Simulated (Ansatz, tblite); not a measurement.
Removing an electron: [RuO3N]- (RuNO₃⁻). The state is a singlet with charge -1. Geometry: PBE-D4/def2-SVPD. Ansatz, gas phase; energy differences of separate SCF runs; the oxidised species was run as a doublet alone.

Cartesian coordinates in Å:
```
Ru -0.002 0.000 0.000
O -0.304 1.134 1.292
O -0.376 0.723 -1.544
O -0.937 -1.454 0.235
N 1.619 -0.403 0.017
```

In the def2 sets Ru takes a core potential; there is no spin–orbit coupling. The xTB rows come from tblite. HOMO above LUMO, or a gap near zero within one spin, warns that the state may not be the lowest or that an electron is smeared out.

Q: Estimate orbital energies and vertical ionisation energies at: GFN1-xTB; GFN2-xTB; PBE-D4/def2-TZVPD; r2SCAN-D4/def2-TZVPD; PBE0-D4/def2-TZVPD.

A: 
```csv
level,−HOMO (eV),vertical IE (eV),−LUMO (eV),HOMO–LUMO gap (eV),remarks
GFN1-xTB,7.63,11.28,5.11,2.51,–
GFN2-xTB,7.06,10.75,4.87,2.19,–
PBE-D4/def2-TZVPD,1.57,4.73,-1.11,2.69,"gap within one spin near zero (doublet), restricted SCF unstable in HF (-1 singlet)"
r2SCAN-D4/def2-TZVPD,1.87,4.79,-1.05,2.92,restricted SCF unstable in HF (-1 singlet)
PBE0-D4/def2-TZVPD,3.03,4.91,-1.63,4.66,"restricted SCF unstable in HF (-1 singlet), spin-contaminated (⟨S²⟩ 0.89) (doublet)"
```

  Raw xTB energy differences between charge states are shifted by several eV; the methods need an empirical correction for them.
